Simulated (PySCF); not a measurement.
## Electron correlation in O²⁺ (oxygen, charge +2)

[He] 2s2 2p1 3s1, high-spin 3P determinant (an excited configuration). Computed with PySCF 2.14 in dyall-av3z (15s9p3d2f, 71 functions), with scalar relativity by spin-free X2C-1e. Frozen: 1s2; 4 electrons correlated; the 13 highest virtual orbitals of each spin left out.

| level | correlation energy (mhartree) |
| --- | --- |
| CCSD | -106.96 |
| (T) | -2.25 |
| CCSD(T) | -109.21 |

Diagnostics: T1 = 0.0091, D1 = 0.0225, largest double amplitude 0.127.

**Question.** Is a single reference adequate?

**Answer.** Mostly. T1 lies below 0.03, but a double amplitude of this size points to a near-degeneracy that CCSD handles and MP2 describes poorly.
